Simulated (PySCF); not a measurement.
Precursor series metal swap MX4 F. All species are isolated molecules in the gas phase.

B3LYP has the VWN-RPA correlation part, as in Gaussian. 

A: M = V, oxo ([V(=O)(F)3])
B: M = W, dioxo
C: M = W, oxo ([W(=O)(F)4])
D: M = Nb, oxo
E: M = Zr ([Zr(F)4])
F: M = Hf

Question: Put the candidates in order of charge on the central atom (Mulliken), lowest first, for PySCF with B3LYP-D3(BJ)/def2-TZVP // PBE-D3(BJ)/def2-SVP.

Answer: A (1.63 e), B (1.67 e), F (1.73 e), C (1.78 e), E (1.83 e), D (1.88 e)
